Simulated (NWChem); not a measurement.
System: CH$_{4}$O$_{3}$Si; SMILES [SiH](O)(C=O)O

```xyz
9

O     -0.1115    -2.0447    -0.3213
C     -0.7685    -1.1890     0.2310
Si     0.0577     0.5411     0.4030
O     -0.8906     1.5455    -0.5111
O      1.5680     0.2560    -0.1985
H     -1.8071    -1.4290     0.5835
H      0.1726     1.0608     1.7917
H     -0.6815     2.4841    -0.5237
H      1.5925    -0.6117    -0.6317
```
Atoms are numbered in this order, from 1.

All runs: NWChem. Medium grid unless said otherwise, to which SCAN and Minnesota functionals are sensitive. All runs use the structure optimised with PBE0/def2-SVP. Total energies of different functionals are on different scales.

```
level                energy (Ha)  highest occupied level (eV)  orbital gap (eV)  dipole (D)  relative time
-------------------  -----------  ---------------------------  ----------------  ----------  -------------
PBE/def2-TZVP          -555.4423                        -5.91              2.84        1.99              1
B3LYP/def2-TZVP        -555.9031                        -7.20              5.04        2.22              1
CAM-B3LYP/def2-TZVP    -555.7981                        -8.84              8.17        2.33             10
M06-2X/def2-TZVP       -555.7589                        -8.86              8.07        2.36              2
PBE0/def2-TZVP         -555.4676                        -7.40              5.50        2.20              1
BLYP/def2-TZVP         -555.8319                        -5.84              2.92        2.05              1
```

The last column is a rough cost ratio, cheapest run = 1.
